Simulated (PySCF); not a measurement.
Computed shifts of a molecule CH5ClGeO, PBE0/pcSseg-1 in PySCF, GIAO, gas phase, atoms alike by connectivity averaged where their shifts nearly agree, in ppm (number of nuclei): ¹³C: 59.5 (1). ¹H: 6.30 (1), 6.13 (1), 4.25 (3). References: ⁷³Ge against GeH4 (σ = 1658.3 ppm); ³⁵Cl against HCl (σ = 945.9 ppm); ¹⁷O against H2O (σ = 334.2 ppm); ¹³C against TMS (σ = 186.3 ppm); ¹H against TMS (σ = 31.56 ppm), references at their B3LYP-D3(BJ)/def2-TZVP geometries, non-relativistic (without spin–orbit terms, shifts of atoms bonded to Cl or Br come out too high). The structure is a stationary point at PBE-D3(BJ)/def2-SVP. The values are those of a single conformer.

Task: Which structure fits?
A. C[O][GeH2][Cl]
B. [CH3][Ge@@H]([OH])[Cl]
C. O[CH2][GeH2][Cl]

Result: A, C[O][GeH2][Cl]
